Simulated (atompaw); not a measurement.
**An all-electron radial function and its pseudo partner (titanium (Ti))**

Columns: radius, all-electron u(r) and pseudo u(r) of the 3d shell (level -4.46 eV) of titanium in the configuration [Ne] 3s2 3p6 3d2 4s2 4p0; LDA (PW92), scalar-relativistic, PAW (atompaw) scheme, atompaw 4.2.0.5.

```
r (bohr)  all-electron  pseudo
   0.067        0.0117  0.0014
   0.135        0.0627  0.0113
   0.202        0.1443  0.0364
   0.269        0.2411  0.0810
   0.337        0.3419  0.1472
   0.404        0.4354  0.2306
   0.471        0.5183  0.3264
   0.538        0.5885  0.4268
   0.606        0.6463  0.5246
   0.673        0.6905  0.6091
   0.740        0.7232  0.6761
   0.808        0.7458  0.7237
   0.875        0.7593  0.7514
   0.942        0.7655  0.7637
   1.010        0.7656  0.7655
   1.077        0.7609  0.7609
   1.144        0.7523  0.7523
   1.212        0.7405  0.7405
   1.279        0.7265  0.7265
   1.346        0.7107  0.7107
   1.413        0.6936  0.6936
   1.481        0.6754  0.6754
   1.548        0.6567  0.6567
   1.615        0.6378  0.6378
   1.683        0.6183  0.6183
   1.750        0.5992  0.5992
```

Q: How many radial nodes do the two functions have?

A: The all-electron 3d function has n − l − 1 = 0; the pseudo-wave has 0.

Q: At about which radius was the pseudo-wave matched?

A: 1.10 bohr. The columns agree to 0.0005 from 1.01 bohr on; several derivatives are matched, so the curves merge somewhat inside the radius.

Q: Is the pseudo-wave norm-conserving?

A: No, it belongs to a PAW set: the norm inside the radius is not constrained, and the difference is carried by the augmentation charge.
